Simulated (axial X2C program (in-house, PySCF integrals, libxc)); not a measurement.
# Potential curves of BTe⁻, with spin–orbit coupling

Calculated with an in-house relativistic program for diatomic molecules. Two-component (2c) means X2C with spin–orbit coupling and atomic mean-field two-electron Coulomb and Gaunt terms. Basis: Te dyall-acv3z [12s13p9d5f1g], B dyall-av3z [8s7p3d2f] (cores contracted in-house); Gaussian nuclei, density fitting, unrestricted open shells. Masses: Te 129.906 u, B 11.009 u.

State: Ω = 0 (closed shell). Energies in eV from the fragments at the same level (Te- + B). Fits are polynomials in 1 − R0/R over 0.85 to 1.23 times the lowest point R0.

| R (Å) | CCSD(T) | HF | MP2 | PBE0 |
| --- | --- | --- | --- | --- |
| 1.8026 |  | -1.3652 | -3.2227 | -3.2214 |
| 1.8855 | -3.5230 | -1.9192 | -3.7333 | -3.7215 |
| 1.9477 | -3.7616 | -2.1640 | -3.9498 | -3.9357 |
| 2.0098 | -3.8915 | -2.2970 | -4.0582 | -4.0453 |
| 2.0720 | -3.9373 | -2.3431 | -4.0830 | -4.0740 |
| 2.1445 | -3.9096 | -2.3126 | -4.0314 | -4.0296 |
| 2.2170 | -3.8173 | -2.2143 | -3.9154 | -3.9230 |
| 2.3103 | -3.6323 | -2.0177 | -3.6999 | -3.7218 |
| 2.4242 |  | -1.7092 | -3.3722 | -3.4143 |
| 2.5900 |  | -1.1933 | -2.8321 | -2.9076 |

Correlated methods: 10 electrons correlated (number of frozen shells: Te 4 s, 3 p, 2 d; B 1 s), 288 virtual spin orbitals or spinors in MP2.

The state is one determinant whose occupation by symmetry is held fixed; it was picked as the lowest of a PBE0 search that is not exhaustive. Closed shells are restricted here (equal orbitals for both partners); the stretched side of such a curve lies too high. Dissociation energies refer to the lowest single-determinant-based atoms at the same level and basis. CCSD and (T) use frozen natural virtuals with an MP2 correction for the truncation; (T) itself is uncorrected, so its De runs slightly low. The 2c atoms are single determinants rather than J levels; their spin–orbit lowering is only partly caught, and De is too large by that part. This holds for PBE0. Without a current term, density functionals place determinants with orbital angular momentum somewhat too high. The T1 diagnostic is large, a sign of multireference character. With the outer-core shells frozen, correlated bond lengths of heavy atoms tend to come out a few hundredths of an ångström too long. Hartree–Fock gets electron affinities wrong, so its lowest charge split need not be the true one. Coupled cluster ran on the points near the minimum only. MP2 and coupled cluster on one determinant become unreliable at the stretched end.

Problem. What are Re, ωe and De at the CCSD(T) level?

Solution. At CCSD(T), 2c: Re = 2.082 Å, ωe ≈ 655 cm⁻¹, De = 3.94 eV to Te- + B; Be follows as 0.383 cm⁻¹.

Problem. What are Re, ωe and De at the HF level?

Solution. At HF, 2c: Re = 2.081 Å, ωe ≈ 670 cm⁻¹, De = 2.34 eV to Te- + B; Be follows as 0.384 cm⁻¹.

Problem. Fit the MP2 curve near its minimum: give the equilibrium distance, the harmonic wavenumber and the well depth.

Solution. At MP2, 2c: Re = 2.062 Å, ωe ≈ 682 cm⁻¹, De = 4.08 eV to Te- + B; Be follows as 0.391 cm⁻¹.

Problem. Fit the PBE0 curve near its minimum: give the equilibrium distance, the harmonic wavenumber and the well depth.

Solution. At PBE0, 2c: Re = 2.067 Å, ωe ≈ 664 cm⁻¹, De = 4.07 eV to Te- + B; Be follows as 0.389 cm⁻¹.
